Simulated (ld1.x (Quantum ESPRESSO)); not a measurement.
Ranking RRKJ potentials for cadmium

All share these settings but for the change named:

ld1.x (Quantum ESPRESSO) 7.5 input, shortened:

```
&input
   title='Cd', zed=48., rel=1, dft='PBESOL', iswitch=3,
   config='[Kr] 4d10 5s1.75 5p0.25'
 /
 &inputp
   pseudotype=2, tm=.false., rho0=0.01, lloc=-2, rcloc=1.80,
   nlcc=.false.
 /
3
5S  1  0   1.75   0.00  2.25  2.25  0.0
5P  2  1   0.25   0.00  2.20  2.20  0.0
4D  3  2  10.00   0.00  1.60  1.60  0.0
 &test
   configts(1)='4d10 5s1.75 5p0.25'
 /
```

Cutoff: the first of the cutoffs (Ry, on a coarse ladder) from which the occupation-weighted sum of valence levels, in a spherical-Bessel basis at the reference potential, stays within 10 and 1 mRy of its value at 400 Ry; the density cutoff is not measured.

The base gives 60 Ry.

Of 12 variants that were run, those that failed, showed a ghost or another fault, or gave nearly equal values are left out.

A variant can come out equal or close to the base.

Q: Rank these variants from softest to hardest (loose cutoff).
A. all radii scaled by about 1.31 (s 2.94, p 2.88, d 2.08 bohr); local potential all-electron potential smoothed inside 2.34 bohr (lloc = -2)
B. wave 5p (bound): rc 2.20 bohr becomes 5p (bound): rc 1.98 bohr
C. wave 4d (bound): rc 1.60 bohr becomes 4d (bound): rc 1.02 bohr

A: A (40 Ry), B (60 Ry), C (160 Ry).
